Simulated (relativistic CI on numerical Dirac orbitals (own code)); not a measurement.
## The 4d ions of charge 2+

Calculated at this level of theory: Dirac-Coulomb-Breit CI, orbitals from a KLI potential per configuration, model QED (radiative potential, 1s self-energy scaled to tabulated hydrogen-like ionisation energies), valence Slater integrals scaled by 0.75 (own radial code, finite nucleus).

Each species is treated in one configuration, given outside its closed core, with all valence electrons in the open shell. Radial values are for the open shell of highest l, unscaled and averaged over j; ζ includes the Breit term. Labels give the leading LS character, summed over repeated terms.

```csv
Ion,Configuration,Its lowest level,LS weight (%),F² (cm⁻¹),F⁴ (cm⁻¹),⟨r⟩ (bohr),⟨r²⟩ (bohr²),ζ (cm⁻¹)
Zr²⁺,4d²,³F2,99,49720,32280,2.006,4.769,347.5
Nb²⁺,4d³,⁴F3/2,99,53850,35000,1.851,4.066,482.3
Mo²⁺,4d⁴,⁵D0,98,57820,37630,1.723,3.525,636.9
Tc²⁺,4d⁵,⁶S5/2,99,61680,40180,1.615,3.098,812.9
Ru²⁺,4d⁶,⁵D4,98,65420,42660,1.521,2.752,1012
Rh²⁺,4d⁷,⁴F9/2,97,69080,45080,1.44,2.467,1236
Pd²⁺,4d⁸,³F4,99,72670,47450,1.368,2.228,1486
Ag²⁺,4d⁹,²D5/2,100,,,1.304,2.026,1766
```

At low charge ζ of a weakly bound d or f electron comes out too small.
